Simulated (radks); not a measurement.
Problem. All-electron atom: Cl4+ in [Ne] 3s2 3p1 (the NIST ground configuration). Method: Dirac Kohn-Sham, PBE, spin-unpolarised, spherical densities, point nucleus; open shells fill j = l - 1/2 first; computed with a radial shooting solver on a logarithmic mesh with Libxc functionals. Some entries of the table are withheld. Estimate them.

orbital  occ.  eigenvalue (hartree)  r(max) (bohr)
1s1/2       2                   (1)        0.05946
2s1/2       2             -11.62633            (2)
2p1/2       2                   (3)         0.2996
2p3/2       4                   (4)         0.3014
3s1/2       2                   (5)          1.204
3p1/2       1              -2.19198          1.267
3p3/2       0              -2.18436          1.271

Solution. 
(1) 1s1/2 eigenvalue (hartree): -103.5409
(2) 2s1/2 r(max) (bohr): 0.3612
(3) 2p1/2 eigenvalue (hartree): -9.43505
(4) 2p3/2 eigenvalue (hartree): -9.37206
(5) 3s1/2 eigenvalue (hartree): -2.71053
